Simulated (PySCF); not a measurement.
FK, charge +1, doublet, at the geometry of the source list (a state made from the parent by changing its charge; the spin is typed, not shown lowest), atoms displaced at random by about 0.08 Å a coordinate; B3LYP/def2-TZVP, gradient (PySCF).

Here is a job for PySCF.
```python
from pyscf import gto, scf, dft

mol = gto.Mole()
mol.atom = '''
    K    -0.48196197   -0.42106743   -0.74855182
    F     0.35496716    0.58930548    0.81794843
'''
mol.basis = 'def2-tzvp'
mol.charge = 1
mol.spin = 1
mol.verbose = 4
mol.build()

mf = dft.UKS(mol)
mf.xc = 'b3lyp'
mf.kernel()
g = mf.nuc_grad_method()
g.grid_response = True
grad = g.kernel()
```

**Question.** Predict the main parts of the log of this PySCF run.

**Answer.** 
```
PySCF version 2.14.0

[INPUT] verbose = 4
[INPUT] num. atoms = 2
[INPUT] num. electrons = 27
[INPUT] charge = 1
[INPUT] spin (= nelec alpha-beta = 2S) = 1
[INPUT] symmetry False subgroup None
[INPUT] Mole.unit = angstrom
[INPUT] Symbol           X                Y                Z      unit          X                Y                Z       unit  Magmom
[INPUT]  1 K     -0.481961970000  -0.421067430000  -0.748551820000 AA   -0.910776125756  -0.795702122674  -1.414557929845 Bohr   0.0
[INPUT]  2 F      0.354967160000   0.589305480000   0.817948430000 AA    0.670790715615   1.113625960905   1.545698516718 Bohr   0.0

nuclear repulsion = 44.2850568585697
number of shells = 24
number of NR pGTOs = 111
number of NR cGTOs = 64
basis = def2-tzvp
ecp = {}

******** <class 'pyscf.dft.uks.UKS'> ********
method = UKS
initial guess = minao
damping factor = 0
level_shift factor = 0
DIIS = <class 'pyscf.scf.diis.CDIIS'>
diis_start_cycle = 1
diis_space = 8
diis_damp = 0
SCF conv_tol = 1e-09
SCF conv_tol_grad = None
SCF max_cycles = 50
direct_scf = True
direct_scf_tol = 1e-13
number electrons alpha = 14  beta = 13
XC library pyscf.dft.libxc version 7.1.2
    S. Lehtola, C. Steigemann, M. J. T. Oliveira, and M. A. L. Marques,  SoftwareX 7, 1–5 (2018)
XC functionals = b3lyp
    P. J. Stephens, F. J. Devlin, C. F. Chabalowski, and M. J. Frisch,  J. Phys. Chem. 98, 11623 (1994)
radial grids:
    Treutler-Ahlrichs [JCP 102, 346 (1995); DOI:10.1063/1.469408] (M4) radial grids

becke partition: Becke, JCP 88, 2547 (1988); DOI:10.1063/1.454033
pruning grids: <function nwchem_prune>
grids dens level: 3
symmetrized grids: False
atomic radii adjust function: <function treutler_atomic_radii_adjust>
small_rho_cutoff = 0
Set gradient conv threshold to 3.16228e-05
tot grids = 34304
init E= -699.667843893024

cycle= 1 E= -699.489324112826  delta_E= 0.179  |g|= 0.147  |ddm|= 0.819
cycle= 2 E= -699.500041468142  delta_E= -0.0107  |g|= 0.0851  |ddm|= 0.189
cycle= 3 E= -699.502334988412  delta_E= -0.00229  |g|= 0.0374  |ddm|= 0.0835
cycle= 4 E= -699.502721578185  delta_E= -0.000387  |g|= 0.00932  |ddm|= 0.0186
cycle= 5 E= -699.5027511456  delta_E= -2.96e-05  |g|= 0.0013  |ddm|= 0.00843
cycle= 6 E= -699.502751783874  delta_E= -6.38e-07  |g|= 0.000227  |ddm|= 0.000907
cycle= 7 E= -699.502751805128  delta_E= -2.13e-08  |g|= 8.41e-05  |ddm|= 0.000167
cycle= 8 E= -699.502751807908  delta_E= -2.78e-09  |g|= 1.01e-05  |ddm|= 5.01e-05
cycle= 9 E= -699.502751807996  delta_E= -8.72e-11  |g|= 3.58e-06  |ddm|= 1.13e-05
Extra cycle  E= -699.502751808042  delta_E= -4.67e-11  |g|= 3.21e-06  |ddm|= 8.54e-06
converged SCF energy = -699.502751808042  <S^2> = 0.75173777  2S+1 = 2.001737

******** <class 'pyscf.grad.uks.Gradients'> for <class 'pyscf.dft.uks.UKS'> ********
unit = Eh/Bohr
grid_response = True
--------------- UKS gradients ---------------
         x                y                z
0 K     0.0227404809     0.0275286295     0.0425749303
1 F    -0.0227404809    -0.0275286295    -0.0425749303
----------------------------------------------
```
